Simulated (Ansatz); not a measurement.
## triplet BeC: levels of theory in one basis

```xyz
2

Be   -0.0310    0.0052   -0.8785
C     0.0023   -0.0187    0.7933
```

Basis set: def2-SVP (spherical functions). Left uncorrelated: 1 orbital. Correlation on ROHF uses semicanonical orbitals with singles. Charge 0, multiplicity 3.

Computed with Ansatz (development build ahead of 0.2.0); each method stands on the lowest determinant of its kind that the runs found.

| method | E − E(ROHF) (eV) | <S²> of the determinant |
| --- | --- | --- |
| ROHF | 0.00 | 2.00 |
| UHF | -1.87 | 2.96 |
| UHF-MP2 | -3.71 | 2.96 |
| UHF-CCSD(T) | -4.35 | 2.96 |

Q: What does ROHF-MP2 give on the same scale?

A: -2.27 eV.

Caution for ROHF, ROHF-MP2: an unrestricted determinant lies well below. Caution for UHF, UHF-MP2, UHF-CCSD(T): the unrestricted determinant is a mixture of spin states. Caution for ROHF-MP2: a plain start can end on a higher determinant.
